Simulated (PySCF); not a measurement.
NMR data sheet: C5H10ClNSi2

```yaml
Formula: C5H10ClNSi2
SMILES: C=C[C@@]([SiH3])(C#N)[C@@H]([SiH3])Cl
Point_group_of_the_computed_structure: C1
Degrees_of_unsaturation: 3
Carbon_signals: 5
Proton_signals: 6
```

Numbering as in the mapped SMILES `[CH2:1]=[CH:2][C@@:3]([SiH3:4])([C:5]#[N:6])[C@@H:7]([SiH3:8])[Cl:9]`. Hydrogens are named by the atom that carries them. Ha(C1) is cis to C3; Hb(C1) is trans to C3.

Method: NMR shieldings at PBE0/pcSseg-1/GIAO, coordinates at the GFN2-xTB level, in PySCF 2.14 (non-relativistic Hamiltonian, single conformer, in vacuum, fast rotation and ring inversion assumed for equivalent nuclei).

δ = σ(ref) − σ, references computed at the same level: ¹H (31.72 ppm), ¹³C (186.93 ppm), ²⁹Si (349.16 ppm) vs TMS; ¹⁵N (267.73 ppm) vs NH3.

| carbon | δC, type | δH (multiplicity) | HMBC from (2–3 bonds) | span of the C tensor (ppm) |
| --- | --- | --- | --- | --- |
| C1 | 125.8, CH2 | Ha(C1) 6.04 (m); Hb(C1) 5.74 (m) | H(C2) | 222 |
| C2 | 138.2, CH | 6.29 (m) | Ha(C1), Hb(C1), H(Si4), H(C7) | 234 |
| C3 | 33.4, C | – | H(C2), Ha(C1), Hb(C1), H(Si4), H(Si8), H(C7) | 18 |
| C5 | 124.3, C | – | H(C2), H(Si4), H(C7) | 349 |
| C7 | 53.0, CH | 3.98 (m) | H(C2), H(Si4), H(Si8) | 57 |

Other nuclei:
```tsv
atoms	nucleus	environment	δ (ppm)	σ (ppm)
H(Si4)	¹H	hydrogen on a silicon bonded to C	4.23	27.48
H(Si8)	¹H	hydrogen on a silicon bonded to C	4.06	27.65
Si4	²⁹Si	silicon bonded to C, 3 H	-45.0	394.1
Si8	²⁹Si	silicon bonded to C, 3 H	-67.2	416.3
N6	¹⁵N	nitrile nitrogen	313.3	-45.6
```

- Carbon types of the structure: 2 × C, 2 × CH, 1 × CH2, leaving 6 H on heteroatoms.
- δC 138.2: alkene CH; an sp2 carbon of a C=C bond.
- δC 125.8: terminal =CH2 carbon; an sp2 carbon of a C=C bond.
- δC 124.3: nitrile carbon; typical of a nitrile.
- δC 53.0: sp3 CH bonded to Cl and Si; deshielded by the electronegative neighbour.
- δH 6.04, 5.74: hydrogen on a terminal =CH2 carbon; a vinylic proton, deshielded by the sp2 carbon and the C=C anisotropy.

Carbons that carry Cl, above all several Cl atoms, come out too deshielded, partly because spin–orbit coupling is missing. Shifts are as computed. Against solution values, carbons near 30 ppm lie about +3 ppm off and those near 130 ppm about +5 ppm; carbons on Cl a further +6 ppm. Of 1309 compounds with measured shifts, 239 miss one by over three times the rms of a fit or turn the order of signals round; such compounds aren't used in these exercises. Experimental scales use liquid or dissolved standards, which lie at an offset from isolated NH3 (liquid NH3: subtract about 20 ppm). Unscaled 15N shifts of sp2 nitrogen come out 20 to 40 ppm too high even then. Multiplicities follow the n + 1 count of equivalent neighbours, as no J values were calculated; m marks all less simple cases, F and P coupling included.
